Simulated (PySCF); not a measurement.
Species: C8H5O2S (charge -1).
Bonds: O1–C2, C2–C3 (aromatic), C3–C4 (aromatic), C4–C5, C5–C6 (aromatic), C6–C7 (aromatic), C7–C8 (aromatic), C8–O9 (aromatic), C4–C10 (aromatic), C10–S11 (aromatic), C2–S11 (aromatic), C5–O9 (aromatic). Hydrogens: H12 on C3; H13 on C6; H14 on C7; H15 on C8; H16 on C10.

NICS is the negative of the GIAO shielding at a point without a nucleus: at the ring centre (0) and 1 Å above and below it (1); zz is the component along the ring normal. Level: GIAO PBE0/pcSseg-1 (PySCF, non-relativistic, gas phase) on the GFN2-xTB geometry, one conformer.

Rings: 1. C2–C3–C4–C10–S11; 2. C5–C6–C7–C8–O9.

```json
{"set": "P", "NICS(0)": "-10.8", "NICS(1), two faces": "-9.2 / -9.2", "NICS(1)zz, two faces": "-22.6 / -22.6"}
{"set": "Q", "NICS(0)": "-9.2", "NICS(1), two faces": "-6.6 / -6.6", "NICS(1)zz, two faces": "-11.8 / -11.9"}
```

Problem. Which set (ppm) belongs to which ring?

Solution. P = 2, Q = 1.
- 1 (5-membered ring with S; formal bonds all aromatic): mean NICS(1)zz -11.9 ppm, shielded. That is too small in size for a clear verdict by the NICS criterion.
- 2 (5-membered ring with O; formal bonds all aromatic): mean NICS(1)zz -22.6 ppm, shielded. The ring is flat and has no four-coordinate atom; by the NICS criterion it is aromatic.

Problem. How do the rings differ in shape?

Solution. 
```tsv
ring	bond lengths (Å)	rms pucker (Å)	HOMA	nearest outside atom to a NICS(1) probe (Å)
1	1.375, 1.419, 1.369, 1.727, 1.880	0.00	0.10	hydrogen 2.51
2	1.376, 1.413, 1.360, 1.350, 1.359	0.00	0.42	hydrogen 2.43
```

HOMA = 1 − mean of α(R − Ropt)² over the ring bonds, with Krygowski's 1993 parameters (CC: Ropt 1.388 Å, α 257.7 Å⁻²; CO: Ropt 1.265 Å, α 157.38 Å⁻²; CS: Ropt 1.677 Å, α 94.09 Å⁻²).

Conformer computed: `[O-:1][c:2]1[cH:3][c:4](-[c:5]2[cH:6][cH:7][cH:8][o:9]2)[cH:10][s:11]1`: C3–C4–C5–C6 0°.
